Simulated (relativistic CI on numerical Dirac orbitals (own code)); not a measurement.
Ir⁶⁺: what numerical and physical settings do to a radial Dirac CI calculation

Reference input:

```
atom Ir  Z=77  charge=6  electrons=71
nucleus A=193  rms_radius_fm=5.4032
hamiltonian dirac-coulomb  breit=on  qed=on  c_scale=1
orbitals kli  potential=per-configuration
slater_scale 1
correlation none
mixing on
grid step=0.0125 r_max=28.7
scf mixing=0.4 start=green max_iterations=150 tolerance=2e-08 node_fill=0.05
configurations
  [Xe] 4f14 5d3
end
```

Computed lowest total energy -17805.46286 Ha, first excitation 7145.3 cm⁻¹, 12 SCF steps. Runs with settings changed; * marks those that are bad on purpose:

| Changed | Outcome | Lowest level | ΔE (Ha) | First excitation (cm⁻¹) | SCF steps | Message |
| --- | --- | --- | --- | --- | --- | --- |
| SCF tolerance 0.0001, SCF mixing 0.9, QED terms off | converged | 5d³ ⁴F3/2 | -13.5 | 7118.9 | 9 |  |
| SCF tolerance 1e-05 | converged | 5d³ ⁴F3/2 | -5.47e-07 | 7145.3 | 10 |  |
| grid step 0.008, Breit term off | converged | 5d³ ⁴F3/2 | -19.8 | 7384.5 | 12 |  |
| SCF mixing 0.05, end of the grid at 43.05 bohr, Breit term off | converged | 5d³ ⁴F3/2 | -19.8 | 7384.5 | 15 |  |
| configuration list: repeat * | refused |  |  |  | 0 | a configuration is listed twice |
| nuclear radius 54.032 fm * | converged | 5d³ ⁴F3/2 | 130 | 7184.8 | 12 |  |
